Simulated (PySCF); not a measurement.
C₆ coefficients of unlike pairs at PBE

Calculated with PySCF 2.14 from the dipole response of each species, C₆(A,B) = (3/π) ∫ α_A(iu) α_B(iu) du, in atomic units, from isotropic polarisabilities. For ions this is the dispersion term alone; charge-induced terms of lower order in 1/R come first.

```tsv
species	configuration	basis	relativity	α (bohr³)	C₆ (like pair)
Ru³⁺	[Kr] 4d5 (6S)	x2c-TZVPPall with one added diffuse shell each of s, p, d, f type (9s7p7d3f1g)	spin-free X2C	5.024	22.93
P³⁺	[Ne] 3s2 (1S)	aug-cc-pV(5+d)Z (8s7p6d4f3g2h)	none	6.691	16.85
Ne⁺	[He] 2s2 2p5 (2P)	dyall-av3z (15s9p3d2f)	spin-free X2C	1.349	2.395
Si³⁺	[Ne] 3s1 (2S)	def2-TZVPPD (6s5p4d1f)	none	7.204	13.63
```

Estimate C₆ for Si³⁺ with Ru³⁺.

The integral gives 15.04. The combination rule 2 C_A C_B / (C_A α_B/α_A + C_B α_A/α_B) gives 14.75 and the geometric mean 17.68.

No spin-orbit coupling is included.

The other pairs:

| pair | C₆ |
| --- | --- |
| P³⁺, Ru³⁺ | 17.89 |
| Si³⁺, P³⁺ | 14.95 |
| Si³⁺, Ne⁺ | 4.455 |
| Ne⁺, Ru³⁺ | 7.330 |
| Ne⁺, P³⁺ | 5.373 |
